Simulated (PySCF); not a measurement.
VOBr, SMILES [O]=[V][Br] (connectivity only; charge and spin as stated), neutral, multiplicity 3.

Geometry: B3LYP-D3(BJ)/def2-TZVP. The spin state was assumed, not searched.

These are TDA-PBE/def2-SVPD (PySCF) values and carry that method's errors.

Vertical excitations. Gas-phase values at a fixed geometry.

```json
[
 {"state": "root 1", "energy (eV)": "0.46", "λ (nm)": "2674", "f": "0.001", "main pairs": "α HOMO−1→LUMO 99 %"},
 {"state": "root 2", "energy (eV)": "0.52", "λ (nm)": "2374", "f": "0.000", "main pairs": "α HOMO→LUMO 99 %"},
 {"state": "root 3", "energy (eV)": "1.42", "λ (nm)": "876", "f": "0.002", "main pairs": "α HOMO→LUMO+1 79 %, α HOMO−1→LUMO+2 20 %"},
 {"state": "root 4", "energy (eV)": "1.43", "λ (nm)": "866", "f": "0.001", "main pairs": "α HOMO−1→LUMO+1 71 %, α HOMO→LUMO+2 28 %"},
 {"state": "root 5", "energy (eV)": "1.89", "λ (nm)": "657", "f": "0.001", "main pairs": "α HOMO−1→LUMO+2 79 %, α HOMO→LUMO+1 20 %"},
 {"state": "root 6", "energy (eV)": "1.97", "λ (nm)": "630", "f": "0.003", "main pairs": "α HOMO→LUMO+2 71 %, α HOMO−1→LUMO+1 28 %"},
 {"state": "root 7", "energy (eV)": "2.68", "λ (nm)": "462", "f": "0.005", "main pairs": "α HOMO−2→LUMO 99 %"},
 {"state": "root 8", "energy (eV)": "2.75", "λ (nm)": "451", "f": "0.003", "main pairs": "α HOMO−3→LUMO 100 %"},
 {"state": "root 9", "energy (eV)": "3.37", "λ (nm)": "368", "f": "0.000", "main pairs": "α HOMO−4→LUMO 96 %"},
 {"state": "root 10", "energy (eV)": "3.66", "λ (nm)": "339", "f": "0.007", "main pairs": "β HOMO→LUMO 98 %"}
]
```
Unrestricted roots are not spin-pure.
